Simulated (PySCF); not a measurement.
Delta-SCF ions had no search for a lower state. Excitations are Tamm–Dancoff values on a coarser integration grid. The basis has no diffuse functions, so Rydberg states are missing or too high.

# C₅H₁₂S₂, SMILES `CSCCCSC` (charge 0, multiplicity 1)

Computed with PySCF with ωB97X-D3(BJ)/def2-SVP // B3LYP-D3(BJ)/def2-SVP.

The HOMO is -8.62 eV and the dipole moment is 3.03 D. The LUMO comes out as 3.10 eV, the HOMO–LUMO gap is 11.72 eV and the S1 excitation (TDA) is 5.88 eV. The S1 oscillator strength comes out as 0.000, the T1 excitation (TDA) comes out as 5.33 eV and the S1–T1 gap (TDA) is 0.55 eV. The vertical ionisation energy (Delta-SCF) comes out as 8.70 eV and the total energy is -27045.20 eV. The cost is very roughly 9 core-minutes.

```xyz
19

C      1.7101     2.9642     2.1422
S      1.7130     2.3628     0.4265
C      0.5676     0.9494     0.6132
C      0.3814     0.2370    -0.7248
C     -0.5707    -0.9513    -0.6073
S     -0.7642    -1.7733    -2.2294
C     -1.9179    -3.0933    -1.7475
H      0.7015     3.2750     2.4572
H      2.0911     2.1990     2.8367
H      2.3763     3.8378     2.1797
H      0.9752     0.2536     1.3664
H     -0.4011     1.3193     0.9905
H     -0.0075     0.9493    -1.4714
H      1.3597    -0.1093    -1.0980
H     -0.1848    -1.6832     0.1228
H     -1.5611    -0.6175    -0.2531
H     -2.8649    -2.6796    -1.3665
H     -1.4753    -3.7556    -0.9869
H     -2.1287    -3.6839    -2.6503
```
